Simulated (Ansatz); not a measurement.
Mulliken charges of Cl3HOSi, SMILES `O[Si](Cl)(Cl)Cl` from ωB97M-V/def2-TZVPP in Ansatz (PBE0-D4/def2-TZVP geometry).

```
atom   x (Å)   y (Å)   z (Å)  charge (e)
  O1  -0.779   0.456   0.986      -0.331
 Si2   0.186   0.049  -0.246       0.629
 Cl3   1.820  -0.969   0.402      -0.168
 Cl4  -0.787  -1.127  -1.586      -0.168
 Cl5   0.754   1.772  -1.127      -0.152
  H6  -1.152  -0.245   1.524       0.191
```

Problem. By hand: the dipole of these point charges (1 e Å = 4.8032 D).

Solution. Σ q r = (-0.133, -0.084, 0.180) e Å, of length 0.239 e Å = 1.15 D.

Problem. How does the dipole of the full density compare? (Estimate.)

Solution. Computed: (-0.166, -0.188, 0.230) e Å, 1.63 D; the point charges give 0.71 times that, at 13° from its direction.

Point charges leave out the atoms' own dipoles, such as those of lone pairs, and Mulliken's split depends on the basis, so the two needn't agree.
